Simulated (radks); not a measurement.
The numbers below are computed, except where a source is named.
The mean radii <r> (bohr) of the occupied orbitals of an atom or ion are listed with their occupations. Code: a radial shooting solver on a logarithmic mesh with Libxc functionals. Model: scalar-relativistic Kohn-Sham, LB94 model potential, spin-polarised, spherical densities, finite nucleus; Fermi nuclear charge, rms radius of each element as measured or else 0.836 A^(1/3) + 0.57 fm.

| orbital | occ. | <r> |
|---|---|---|
| 1s down | 1 | 0.02768 |
| 1s up | 1 | 0.02769 |
| 2s up | 1 | 0.1145 |
| 2s down | 1 | 0.1147 |
| 2p up | 2 | 0.09880 |

Name the element and its charge. Open shells, if any, are filled with parallel spins first.

Answer. Z = 52, tellurium, charge +46: Te46+ in [He] 2s2 2p2. The 1s radius gives Z: for a bare nucleus <r> = (2 gamma + 1)/(2Z) with gamma = sqrt(1 - (Z/c)^2), 0.02741 bohr for Z = 52, and screening makes it slightly larger (0.02768 here). The occupations add up to 6, and the charge is Z minus that.
